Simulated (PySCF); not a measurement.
## In⁺ (indium, charge +1) across methods

[Kr] 4d10 5s1 6s1, high-spin 3S determinant (an excited configuration). Calculation: PySCF 2.14, in aug-cc-pVQZ-DK3; scalar relativity by spin-free X2C-1e.

```json
{"method": "LDA", "E (hartree)": "-5874.22", "mean ε 4d β (eV)": "-31.267", "mean ε 5s α (eV)": "-19.487", "mean ε 6s α (eV)": "-5.923", "Σ⟨r²⟩ (bohr²)": "69.28", "⟨S²⟩": "2.000"}
{"method": "CAM-B3LYP", "E (hartree)": "-5880.41", "mean ε 4d β (eV)": "-35.025", "mean ε 5s α (eV)": "-21.473", "mean ε 6s α (eV)": "-6.690", "Σ⟨r²⟩ (bohr²)": "71.02", "⟨S²⟩": "2.000"}
{"method": "r2SCAN", "E (hartree)": "-5880.10", "mean ε 4d β (eV)": "-31.617", "mean ε 5s α (eV)": "-19.175", "mean ε 6s α (eV)": "-5.868", "Σ⟨r²⟩ (bohr²)": "70.19", "⟨S²⟩": "2.002"}
{"method": "revPBE", "E (hartree)": "-5879.95", "mean ε 4d β (eV)": "-30.976", "mean ε 5s α (eV)": "-18.914", "mean ε 6s α (eV)": "-5.959", "Σ⟨r²⟩ (bohr²)": "69.69", "⟨S²⟩": "2.001"}
{"method": "UHF", "E (hartree)": "-5877.46953", "mean ε 4d β (eV)": "-39.961", "mean ε 5s α (eV)": "-22.086", "mean ε 6s α (eV)": "-6.918", "Σ⟨r²⟩ (bohr²)": "74.36", "⟨S²⟩": "2.001"}
{"method": "PBEsol", "E (hartree)": "-5876.91", "mean ε 4d β (eV)": "-31.033", "mean ε 5s α (eV)": "-19.130", "mean ε 6s α (eV)": "-5.917", "Σ⟨r²⟩ (bohr²)": "69.44", "⟨S²⟩": "2.001"}
{"method": "PBE0", "E (hartree)": "-5879.77", "mean ε 4d β (eV)": "-33.542", "mean ε 5s α (eV)": "-19.962", "mean ε 6s α (eV)": "-6.280", "Σ⟨r²⟩ (bohr²)": "70.27", "⟨S²⟩": "2.001"}
{"method": "PBE", "E (hartree)": "-5879.69", "mean ε 4d β (eV)": "-31.035", "mean ε 5s α (eV)": "-19.058", "mean ε 6s α (eV)": "-5.947", "Σ⟨r²⟩ (bohr²)": "69.62", "⟨S²⟩": "2.001"}
```

The outer electron is Rydberg-like, and this basis confines it to a smaller radius and binds it less than a complete one would.
